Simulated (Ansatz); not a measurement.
Clusters of 8 atoms, halide: PBE0-D4/def2-SVP single points in Ansatz on relaxed structures, gas phase. Each cluster is the lowest isomer that a short search found in that spin, judged at the geometry's level, and lower ones may exist. Core potentials for Bi, La, no spin–orbit coupling. HOMO and LUMO are taken over both spins. Binding counts from free atoms in the multiplicity of their measured ground term, without zero-point energy. A dash marks a value that wasn't run or was left out as unsound. The structures are stationary points that may keep the symmetry of their start. Remarks come from the PBE and PBE0 runs and from stability tests at other levels; not every state was tested.

| species | atoms | state | geometry | HOMO (eV) | LUMO (eV) | gap (eV) | binding per atom (eV) | lowest of the spins relaxed | point group (within 0.1 Å) |
| --- | --- | --- | --- | --- | --- | --- | --- | --- | --- |
| Li4H4 | 8 | singlet | r2SCAN-D4/def2-TZVP | -6.34 | -0.36 | 5.97 | 1.98 | – | Td |
| Cu4Br4⁺ | 8 | doublet | PBE-D4/def2-SVP | -12.10 | -9.96 | 2.14 | – | doublet, of doublet/quartet | – |
| Li4F4 | 8 | singlet | PBE-D4/def2-SVP | -9.01 | -0.26 | 8.75 | 3.85 | – | D4h |
| Bi2F6 | 8 | singlet | PBE-D4/def2-SVP | -9.40 | -2.81 | 6.60 | 3.15 | – | Cs |
| La2F6 | 8 | singlet | PBE0-D4/def2-SVP | -9.96 | -1.62 | 8.34 | – | – | D2h |
| Ge3F5 | 8 | doublet | r2SCAN-D4/def2-SVP | -6.41 | -4.22 | 2.20 | 3.62 | – | – |

**Question.** Estimate the rows for K4H4⁺ (doublet, PBE-D4/def2-SVP geometry); Zn2Cl6 (singlet, r2SCAN-D4/def2-SVP geometry); Cr2F6 (singlet, B3LYP-D4/def2-SVP geometry).

**Answer.** 
```csv
species,atoms,state,geometry,HOMO (eV),LUMO (eV),gap (eV),binding per atom (eV),lowest of the spins relaxed,point group (within 0.1 Å),remarks
K4H4⁺,8,doublet,PBE-D4/def2-SVP,-5.98,-4.23,1.75,–,–,–,–
Zn2Cl6,8,singlet,r2SCAN-D4/def2-SVP,-8.27,-5.28,2.99,2.22,–,Cs,restricted SCF unstable in HF
Cr2F6,8,singlet,B3LYP-D4/def2-SVP,-9.48,-5.08,4.41,3.16,–,–,restricted SCF unstable in HF
```

The gap (eV) runs from 1.75 (K4H4⁺) to 8.75 (Li4F4).
